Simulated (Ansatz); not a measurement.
The same molecule with X = F, Cl, Br. Ansatz, PBE0-D4/def2-TZVP geometries, multiplicity 1. Each molecule was computed in one conformer, which needn't be the lowest.

Scalar relativity is left out up to krypton.

```tsv
X	molecule	mean X–Si bond length / Å	HOMO energy (PBE/def2-TZVPP) / eV	HOMO energy (PBE0/def2-TZVPP) / eV	LUMO energy (PBE0/def2-TZVPP) / eV
F	`CO[SiH](O)F`	1.595	-7.11	-8.73	0.87
Cl	`CO[SiH](O)Cl`	2.059	-7.11	-8.70	0.73
```

(1) Give the row for X = Br, `CO[SiH](O)Br`. (An estimate is asked.)

Results:

(1) Computed: 
```csv
X,molecule,mean X–Si bond length / Å,HOMO energy (PBE/def2-TZVPP) / eV,HOMO energy (PBE0/def2-TZVPP) / eV,LUMO energy (PBE0/def2-TZVPP) / eV
Br,`CO[SiH](O)Br`,2.230,-7.10,-8.49,0.63
```

From F to Br the mean X–Si bond length rises at each step, by 0.635 Å in all; the HOMO energy (PBE/def2-TZVPP) hardly changes; the HOMO energy (PBE0/def2-TZVPP) rises at each step, by 0.24 eV in all; the LUMO energy (PBE0/def2-TZVPP) falls at each step, by 0.24 eV in all. Bonds lengthen as the atom grows down the group.

Spin–orbit coupling is left out; it splits and shifts lone-pair levels of the heavy atoms by tenths of an eV.
